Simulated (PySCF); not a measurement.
# Two-component Hartree-Fock for Ge⁻ (germanium, charge -1)

Start: [Ar] 3d10 4s2 4p3; 4p1/2 filled at m_j = -1/2, +1/2; 4p3/2 filled at m_j = +3/2. Calculated with PySCF 2.14 in x2c-SVPall-2c with one added diffuse shell each of s, p, d type (6s7p4d, 47 functions): generalised Hartree-Fock with the X2C-1e Hamiltonian and a Gaussian nucleus; one run each with spin-orbit coupling (SO) switched off, then screened by Boettger's factors.

```json
{"spinor shell": "1s1/2", "electrons": "2", "ε, spin-free (eV)": "-11168.0", "ε, screened SO (eV)": "-11167.9", "weight of nominal j (screened SO)": "1.000", "rms radius, screened SO (bohr)": "0.0542"}
{"spinor shell": "2s1/2", "electrons": "2", "ε, spin-free (eV)": "-1446.2", "ε, screened SO (eV)": "-1446.2", "weight of nominal j (screened SO)": "1.000", "rms radius, screened SO (bohr)": "0.227"}
{"spinor shell": "2p1/2", "electrons": "2", "ε, spin-free (eV)": "-1258.6", "ε, screened SO (eV)": "-1280.5", "weight of nominal j (screened SO)": "1.000", "rms radius, screened SO (bohr)": "0.201"}
{"spinor shell": "2p3/2", "electrons": "4", "ε, spin-free (eV)": "-1258.6", "ε, screened SO (eV)": "-1248.0", "weight of nominal j (screened SO)": "1.000", "rms radius, screened SO (bohr)": "0.204"}
{"spinor shell": "3s1/2", "electrons": "2", "ε, spin-free (eV)": "-194.59", "ε, screened SO (eV)": "-194.58", "weight of nominal j (screened SO)": "1.000", "rms radius, screened SO (bohr)": "0.669"}
{"spinor shell": "3p1/2", "electrons": "2", "ε, spin-free (eV)": "-134.91", "ε, screened SO (eV)": "-138.03", "weight of nominal j (screened SO)": "0.999", "rms radius, screened SO (bohr)": "0.694"}
{"spinor shell": "3p3/2", "electrons": "4", "ε, spin-free (eV)": "-134.91", "ε, screened SO (eV)": "-133.39", "weight of nominal j (screened SO)": "1.000", "rms radius, screened SO (bohr)": "0.704"}
{"spinor shell": "3d3/2", "electrons": "4", "ε, spin-free (eV)": "-36.722", "ε, screened SO (eV)": "-37.109", "weight of nominal j (screened SO)": "0.994", "rms radius, screened SO (bohr)": "0.815"}
{"spinor shell": "3d5/2", "electrons": "6", "ε, spin-free (eV)": "-36.722", "ε, screened SO (eV)": "-36.459", "weight of nominal j (screened SO)": "0.996", "rms radius, screened SO (bohr)": "0.819"}
{"spinor shell": "4s1/2", "electrons": "2", "ε, spin-free (eV)": "-9.034", "ε, screened SO (eV)": "-9.032", "weight of nominal j (screened SO)": "1.000", "rms radius, screened SO (bohr)": "2.47"}
{"spinor shell": "4p1/2", "electrons": "2", "ε, spin-free (eV)": "-1.597", "ε, screened SO (eV)": "-1.635", "weight of nominal j (screened SO)": "0.525", "rms radius, screened SO (bohr)": "3.70"}
{"spinor shell": "4p3/2", "electrons": "1", "ε, spin-free (eV)": "-1.597", "ε, screened SO (eV)": "-1.519", "weight of nominal j (screened SO)": "1.000", "rms radius, screened SO (bohr)": "3.76"}
```

| quantity | spin-free | screened SO |
| --- | --- | --- |
| E (hartree) | -2096.71906 | -2096.78044 |
| M_J | 3/2 | 3/2 |
| ⟨J²⟩ | 3.753 | 3.753 |
| ⟨L²⟩ | 0.000 | 0.005 |
| ⟨S²⟩ | 3.753 | 3.750 |

Each row is a mean over spinors that exchange with the open shell spreads, by up to 5.039 eV (4s1/2).

Rows whose weight is well below 1 are mixtures of j = l ± 1/2: exchange outweighs spin-orbit coupling there, and the label is only the starting occupation.

Without spin-orbit coupling the j labels of p, d and f shells carry no meaning; the spin-free column gives the mean over the occupied spinors of each nl shell.
